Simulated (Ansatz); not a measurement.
CH3ClOZn (`C[O][Zn][Cl]`), relaxed with RKS PBE0-D4/def2-TZVP in Ansatz 0.2.0 from a GFN2-xTB geometry. The force threshold is 0.005 eV/Å; the program also tests the step.

The species carries charge 0 and has multiplicity 1.

Start:

```xyz
7

C    -0.103   -0.892    0.678
O    -0.128    0.031   -0.370
Zn    0.384    1.686   -0.652
Cl    0.179    2.658   -2.483
H    -0.593   -1.794    0.297
H     0.918   -1.149    0.976
H    -0.657   -0.540    1.554
```

Task: By how much does the energy fall, and how many steps does the optimiser take? (An estimate is asked.)

Result: Computed: 62.82 kJ/mol, in 10 steps, 1 of them rejected.

Task: Which bonds change most? (An estimate is asked.)

Result: Ansatz gave: O2–Zn3 from 1.755 to 1.763 Å; C1–O2 from 1.397 to 1.402 Å; C1–H7 from 1.094 to 1.098 Å; C1–H6 from 1.094 to 1.098 Å.

Task: Give the relaxed structure. (Estimate.)

Result: Ansatz gave: 
```xyz
7

C    -0.100   -0.878    0.678
O    -0.360   -0.356   -0.597
Zn    0.067    1.253   -1.177
Cl    0.503    3.114   -2.006
H    -0.492   -1.900    0.718
H     0.972   -0.927    0.906
H    -0.589   -0.306    1.478
```
